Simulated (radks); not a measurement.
Results of a calculation; reference values are marked as such.
The tellurium ion Te+ inside a hard spherical wall (all orbitals vanish at R), configuration held at [Kr] 4d10 5s2 5p3 and not refilled when levels cross. Level of theory: scalar-relativistic Kohn-Sham, LDA (Slater exchange, Perdew-Wang correlation), spin-polarised, spherical densities, point nucleus; open shells are filled with parallel spins first (spin-orbit coupling, left out, can overturn this in heavy ions) (a radial shooting solver on a logarithmic mesh with Libxc functionals). Eigenvalues in eV for spin up, with the zero of energy where the potential of the charges vanishes at infinity; a dash marks a level that is unbound or too diffuse for the functional's potential to be trusted. A positive occupied level is held by the wall or, in an anion where self-interaction has pushed it up, behind a barrier. The pressure on the wall is -dE/dV.

R (bohr)  E (hartree)  kinetic (hartree)    e(4p)    e(4d)    e(5s)    e(5p)  e(6s, empty)  e(5d, empty)  pressure (GPa)
free      -6788.53564           7111.047  -123.21  -50.761  -24.417  -14.591        -5.100        -4.162               0
20        -6788.53564           7111.047  -123.21  -50.761  -24.417  -14.591        -5.100        -4.162        < 0.0001
15        -6788.53564           7111.047  -123.21  -50.761  -24.417  -14.591        -5.098        -4.162        < 0.0001
12        -6788.53564           7111.047  -123.21  -50.761  -24.417  -14.590        -5.080        -4.152        < 0.0001
10        -6788.53563           7111.048  -123.21  -50.761  -24.416  -14.590        -4.981        -4.108        0.000293
8         -6788.53537           7111.051  -123.19  -50.744  -24.403  -14.576        -4.445        -3.881          0.0183
7         -6788.53397           7111.067  -123.13  -50.681  -24.355  -14.523        -3.563        -3.509           0.143
6         -6788.52586           7111.140  -122.86  -50.423  -24.160  -14.294        -1.421        -2.599            1.11
3.5       -6787.81694           7114.776  -115.66  -43.516  -17.588   -5.591        36.193        13.979             241
2         -6774.64251           7163.757  -77.206   -5.108   54.684   81.112        273.51        126.74           19300
